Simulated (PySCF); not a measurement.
PySCF input (M06-2X/def2-TZVPD):

```python
from pyscf import gto, scf, dft

mol = gto.M(
    atom='''
    S     1.05945980    0.22142289   -0.00300834
    O     1.48913663   -0.41781812    1.22703964
    O     1.05027577    1.66305379   -0.16999724
    C    -0.79799096   -0.31207555   -0.21415486
    F    -1.51505568    0.19977717    0.77350094
    F    -1.23408663    0.14169019   -1.37853922
    F    -0.85960328   -1.63393384   -0.18643688
    ''',
    basis='def2-tzvpd',
    charge=0,
    spin=1,
    verbose=4,
)

mf = dft.UKS(mol, xc='m062x').density_fit(auxbasis='def2-universal-jkfit')
mf.grids.level = 4
mf.conv_tol = 1e-9
mf.max_cycle = 100
mf.max_memory = 1500
mf.kernel()
if not mf.converged:
    mf = mf.newton()
    mf.kernel(mf.make_rdm1())
for _ in range(2):
    mo, _, stable, _ = mf.stability(return_status=True)
    if stable:
        break
    mf.kernel(mf.make_rdm1(mo, mf.mo_occ))
mf.analyze()
```

Output:

```
PySCF version 2.14.0

[INPUT] verbose = 4
[INPUT] num. atoms = 7
[INPUT] num. electrons = 65
[INPUT] charge = 0
[INPUT] spin (= nelec alpha-beta = 2S) = 1
[INPUT] symmetry False subgroup None
[INPUT] Mole.unit = angstrom
[INPUT] Symbol           X                Y                Z      unit          X                Y                Z       unit  Magmom
[INPUT]  1 S      1.059459800000   0.221422890000  -0.003008340000 AA    2.002088861986   0.418428619810  -0.005684938690 Bohr   0.0
[INPUT]  2 O      1.489136630000  -0.417818120000   1.227039640000 AA    2.814060392758  -0.789561816681   2.318768863585 Bohr   0.0
[INPUT]  3 O      1.050275770000   1.663053790000  -0.169997240000 AA    1.984733560567   3.142716193520  -0.321248225532 Bohr   0.0
[INPUT]  4 C     -0.797990960000  -0.312075550000  -0.214154860000 AA   -1.507984364279  -0.589737319673  -0.404694033645 Bohr   0.0
[INPUT]  5 F     -1.515055680000   0.199777170000   0.773500940000 AA   -2.863040298667   0.377524137241   1.461704933694 Bohr   0.0
[INPUT]  6 F     -1.234086630000   0.141690190000  -1.378539220000 AA   -2.332085744687   0.267755653638  -2.605061577772 Bohr   0.0
[INPUT]  7 F     -0.859603280000  -1.633933840000  -0.186436880000 AA   -1.624414774978  -3.087687463259  -0.352314642718 Bohr   0.0

nuclear repulsion = 430.844399336131
number of shells = 99
number of NR pGTOs = 399
number of NR cGTOs = 283
basis = def2-tzvpd
ecp = {}

******** <class 'pyscf.df.df_jk.DFUKS'> ********
method = DFUKS
initial guess = minao
damping factor = 0
level_shift factor = 0
DIIS = <class 'pyscf.scf.diis.CDIIS'>
diis_start_cycle = 1
diis_space = 8
diis_damp = 0
SCF conv_tol = 1e-09
SCF conv_tol_grad = None
SCF max_cycles = 100
direct_scf = False
number electrons alpha = 33  beta = 32
XC library pyscf.dft.libxc version 7.1.2
    S. Lehtola, C. Steigemann, M. J. T. Oliveira, and M. A. L. Marques,  SoftwareX 7, 1–5 (2018)
XC functionals = m062x
    Y. Zhao and D. G. Truhlar,  Theor. Chem. Acc. 120, 215 (2008)
    Y. Zhao and D. G. Truhlar,  Theor. Chem. Acc. 120, 215 (2008)
radial grids:
    Treutler-Ahlrichs [JCP 102, 346 (1995); DOI:10.1063/1.469408] (M4) radial grids

becke partition: Becke, JCP 88, 2547 (1988); DOI:10.1063/1.454033
pruning grids: <function nwchem_prune>
grids dens level: 4
symmetrized grids: False
atomic radii adjust function: <function treutler_atomic_radii_adjust>
small_rho_cutoff = 0
Set gradient conv threshold to 3.16228e-05
tot grids = 200328
******** <class 'pyscf.df.df.DF'> ********
auxbasis = def2-universal-jkfit
init E= -887.734318096552
  alpha nocc = 33  HOMO = -0.235320099932132  LUMO = -0.0113496676790583
  beta  nocc = 32  HOMO = -0.390221083614925  LUMO = -0.235320099932139
[...]
  beta  nocc = 32  HOMO = -0.427516536309461  LUMO = -0.157092979942703
  HOMO = -0.358340915412  LUMO = -0.157092979943  gap/eV = 5.47624
Extra cycle  E= -886.244844316681  delta_E= -5.05e-11  |g|= 7.29e-06  |ddm|= 1.39e-05
converged SCF energy = -886.244844316681  <S^2> = 0.75913425  2S+1 = 2.0091135
uhf_internal: lowest eigs of H = [0.19559021 0.21792285 0.22156453]
<class 'pyscf.df.df_jk.DFUKS'> wavefunction is stable in the internal stability analysis
**** SCF Summaries ****
Total Energy =                        -886.244844316680656
Nuclear Repulsion Energy =             430.844399336130834
One-electron Energy =                -2081.059672085693364
Two-electron Energy =                  763.970428432881818
Two-electron Coulomb Energy =          843.509279168784360
DFT Exchange-Correlation Energy =      -79.538850735902585
HOMO-LUMO gap [eV] =                     5.476235257792567
**** MO energy ****
                             alpha | beta                alpha | beta
MO #1   energy= -90.1140644593559  | -90.1110195510409  occ= 1 | 1
MO #2   energy= -25.3372146544889  | -25.3368316697061  occ= 1 | 1
MO #3   energy= -25.3372005471993  | -25.3368144834134  occ= 1 | 1
MO #4   energy= -25.3371741803844  | -25.3362096190209  occ= 1 | 1
MO #5   energy= -19.6948515640057  | -19.6895498852173  occ= 1 | 1
MO #6   energy= -19.6948338233053  | -19.6895244291563  occ= 1 | 1
MO #7   energy= -10.8664370717996  | -10.8631394898632  occ= 1 | 1
MO #8   energy= -8.45119127968506  | -8.44922658093476  occ= 1 | 1
MO #9   energy= -6.37341770308734  | -6.36980814508178  occ= 1 | 1
MO #10  energy= -6.36976829781201  | -6.36879338936949  occ= 1 | 1
MO #11  energy= -6.36957464853811  | -6.36475699735433  occ= 1 | 1
MO #12  energy= -1.52592648727236  | -1.5232319952089   occ= 1 | 1
MO #13  energy= -1.43473788800766  | -1.43333343728998  occ= 1 | 1
MO #14  energy= -1.43471369248197  | -1.43220821087722  occ= 1 | 1
MO #15  energy= -1.28254457601921  | -1.26712330333238  occ= 1 | 1
MO #16  energy= -1.19079550257524  | -1.17220522551352  occ= 1 | 1
MO #17  energy= -0.888423285916794 | -0.875719755322976 occ= 1 | 1
MO #18  energy= -0.800364757732109 | -0.786281049086596 occ= 1 | 1
MO #19  energy= -0.751315013075479 | -0.747531238858919 occ= 1 | 1
MO #20  energy= -0.750563669400112 | -0.747280961989832 occ= 1 | 1
MO #21  energy= -0.70625673254405  | -0.68461129930661  occ= 1 | 1
MO #22  energy= -0.630200830633021 | -0.625021705867026 occ= 1 | 1
MO #23  energy= -0.627539206699632 | -0.624185064867827 occ= 1 | 1
MO #24  energy= -0.604433431955796 | -0.594402540880611 occ= 1 | 1
MO #25  energy= -0.596579346354328 | -0.592246323601172 occ= 1 | 1
MO #26  energy= -0.586906271403001 | -0.574312117048811 occ= 1 | 1
MO #27  energy= -0.584318706768136 | -0.571834972244786 occ= 1 | 1
MO #28  energy= -0.581693728121806 | -0.568296465435621 occ= 1 | 1
MO #29  energy= -0.568888801320697 | -0.557712563708912 occ= 1 | 1
MO #30  energy= -0.484517329765453 | -0.447198508220104 occ= 1 | 1
MO #31  energy= -0.453046968127265 | -0.433770853312826 occ= 1 | 1
MO #32  energy= -0.452156227544159 | -0.427516536309461 occ= 1 | 1
MO #33  energy= -0.358340915412349 | -0.157092979942703 occ= 1 | 0
MO #34  energy= -2.8953231905001e-05 | 0.00396648199340177 occ= 0 | 0
MO #35  energy= 0.011955021833869  | 0.0134103005080957 occ= 0 | 0
MO #36  energy= 0.0206348739652316 | 0.0230641633752882 occ= 0 | 0
MO #37  energy= 0.0215138121436783 | 0.0242662110955927 occ= 0 | 0
MO #38  energy= 0.0316753232741224 | 0.0491384506215213 occ= 0 | 0
MO #39  energy= 0.0610404964803911 | 0.0646234801730288 occ= 0 | 0
MO #40  energy= 0.0663413624975052 | 0.0677144335111697 occ= 0 | 0
MO #41  energy= 0.066777700898163  | 0.0702315280616981 occ= 0 | 0
MO #42  energy= 0.0736695574504825 | 0.0786285409549326 occ= 0 | 0
MO #43  energy= 0.0760962403757962 | 0.0789823464416843 occ= 0 | 0
MO #44  energy= 0.0836713461469973 | 0.0849134022768481 occ= 0 | 0
MO #45  energy= 0.0895182120814948 | 0.0965769900020164 occ= 0 | 0
MO #46  energy= 0.119656052102596  | 0.120936937507641  occ= 0 | 0
MO #47  energy= 0.120960477020115  | 0.12138322340091   occ= 0 | 0
MO #48  energy= 0.125415428224518  | 0.127547637650173  occ= 0 | 0
MO #49  energy= 0.126948835574966  | 0.131530709510766  occ= 0 | 0
MO #50  energy= 0.133845248391655  | 0.135251774743567  occ= 0 | 0
MO #51  energy= 0.147686823614198  | 0.148005786132406  occ= 0 | 0
MO #52  energy= 0.14893951962278   | 0.149189433097288  occ= 0 | 0
MO #53  energy= 0.164657211030555  | 0.162134428960713  occ= 0 | 0
MO #54  energy= 0.186748543721553  | 0.190527416745733  occ= 0 | 0
MO #55  energy= 0.188667414447785  | 0.191212354634371  occ= 0 | 0
MO #56  energy= 0.19433681537238   | 0.196596235149796  occ= 0 | 0
MO #57  energy= 0.196860906876467  | 0.203295668961899  occ= 0 | 0
MO #58  energy= 0.20195644544466   | 0.207128610381628  occ= 0 | 0
MO #59  energy= 0.213496542102478  | 0.215993305957531  occ= 0 | 0
MO #60  energy= 0.226901394179234  | 0.224622515424269  occ= 0 | 0
MO #61  energy= 0.242764195548888  | 0.240721344259357  occ= 0 | 0
MO #62  energy= 0.243640382541807  | 0.245468647351373  occ= 0 | 0
MO #63  energy= 0.269346845230466  | 0.268415016462805  occ= 0 | 0
MO #64  energy= 0.28888222614765   | 0.288222731881788  occ= 0 | 0
MO #65  energy= 0.291164215540693  | 0.288786311464509  occ= 0 | 0
MO #66  energy= 0.312697752546815  | 0.313255520101679  occ= 0 | 0
MO #67  energy= 0.320348181937219  | 0.318382306356638  occ= 0 | 0
MO #68  energy= 0.321583628773902  | 0.31909582425491   occ= 0 | 0
MO #69  energy= 0.338879455588958  | 0.340359977952713  occ= 0 | 0
MO #70  energy= 0.340149683882735  | 0.341263619239967  occ= 0 | 0
MO #71  energy= 0.355762484038086  | 0.35357927118816   occ= 0 | 0
MO #72  energy= 0.379815810480913  | 0.378126647129776  occ= 0 | 0
MO #73  energy= 0.393516604485665  | 0.384073002002433  occ= 0 | 0
MO #74  energy= 0.395616063679752  | 0.393280315984343  occ= 0 | 0
MO #75  energy= 0.399412157603537  | 0.394728462032652  occ= 0 | 0
MO #76  energy= 0.413983608138445  | 0.413311251508191  occ= 0 | 0
MO #77  energy= 0.423788016095164  | 0.422719425133225  occ= 0 | 0
MO #78  energy= 0.42687861683639   | 0.428975795244778  occ= 0 | 0
MO #79  energy= 0.438077907735755  | 0.430397379752626  occ= 0 | 0
MO #80  energy= 0.446260721331346  | 0.446537121265784  occ= 0 | 0
MO #81  energy= 0.475513943279564  | 0.472595804097083  occ= 0 | 0
MO #82  energy= 0.476027270798905  | 0.476937903533213  occ= 0 | 0
MO #83  energy= 0.504139005038549  | 0.504913621927927  occ= 0 | 0
MO #84  energy= 0.535192941233802  | 0.530223556448996  occ= 0 | 0
MO #85  energy= 0.540017488593372  | 0.538577407484621  occ= 0 | 0
MO #86  energy= 0.56601497352789   | 0.566066079999752  occ= 0 | 0
MO #87  energy= 0.566324855991248  | 0.566207086365511  occ= 0 | 0
MO #88  energy= 0.57836153232951   | 0.575662667328489  occ= 0 | 0
MO #89  energy= 0.588157739038332  | 0.586424841435165  occ= 0 | 0
MO #90  energy= 0.589227719505792  | 0.590906963725228  occ= 0 | 0
MO #91  energy= 0.613749315148869  | 0.614128377071698  occ= 0 | 0
MO #92  energy= 0.621563933176139  | 0.622933121290601  occ= 0 | 0
MO #93  energy= 0.638930062958734  | 0.640046423597749  occ= 0 | 0
MO #94  energy= 0.649300601595969  | 0.650121898322799  occ= 0 | 0
MO #95  energy= 0.652042479874909  | 0.6526758322636    occ= 0 | 0
MO #96  energy= 0.655276602255798  | 0.65617623182363   occ= 0 | 0
MO #97  energy= 0.682988776651552  | 0.682863094871202  occ= 0 | 0
MO #98  energy= 0.68659003932435   | 0.68769408669411   occ= 0 | 0
MO #99  energy= 0.706248617965682  | 0.703577793447981  occ= 0 | 0
MO #100 energy= 0.709379430992387  | 0.706957799864124  occ= 0 | 0
MO #101 energy= 0.720343394142809  | 0.721442903556709  occ= 0 | 0
MO #102 energy= 0.738305071000836  | 0.739542192390113  occ= 0 | 0
MO #103 energy= 0.764016225140866  | 0.759151577042713  occ= 0 | 0
MO #104 energy= 0.776281767005685  | 0.77461196462483   occ= 0 | 0
[...]
```

It need not be the lowest isomer of its formula.
